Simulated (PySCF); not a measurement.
Ligands exchanged one at a time, Al I-SH. Isolated molecules, 0 K electronic values unless said otherwise. One relaxed conformer stands for each flexible species; it need not be the lowest. Strings in code marks are SMILES.

The S1 excitation (TDA) from two functionals at the same geometries (B3LYP-D3(BJ)/def2-TZVP), both in PySCF: PBE-D3(BJ)/def2-TZVP and B3LYP-D3(BJ)/def2-TZVP. B3LYP has the VWN-RPA correlation part, as in Gaussian. Excitations are Tamm–Dancoff values on a coarser integration grid. The basis has no diffuse functions, so Rydberg states are missing or too high.

```json
[
 {"species": "0 of 3 I replaced by SH", "PBE-D3(BJ)/def2-TZVP (eV)": "4.00", "B3LYP-D3(BJ)/def2-TZVP (eV)": "4.38"},
 {"species": "1 of 3 I replaced by SH (`[SH][Al]([I])[I]` (H–S–Al–I torsion 180°))", "PBE-D3(BJ)/def2-TZVP (eV)": "4.51", "B3LYP-D3(BJ)/def2-TZVP (eV)": "4.90"},
 {"species": "2 of 3 I replaced by SH (`[SH][Al]([SH])[I]` (H–S–Al–I torsion 0°, I–Al–S–H torsion 0°))", "PBE-D3(BJ)/def2-TZVP (eV)": "4.66", "B3LYP-D3(BJ)/def2-TZVP (eV)": "5.09"},
 {"species": "3 of 3 I replaced by SH (`[SH][Al]([SH])[SH]`)", "PBE-D3(BJ)/def2-TZVP (eV)": "5.06", "B3LYP-D3(BJ)/def2-TZVP (eV)": "5.49"}
]
```

Over these rows, drawn at random from the members with no instability flagged (it was tested for open shells, ions and some series alone), PBE minus B3LYP-D3(BJ): mean -0.41 eV, from -0.44 eV to -0.38 eV.
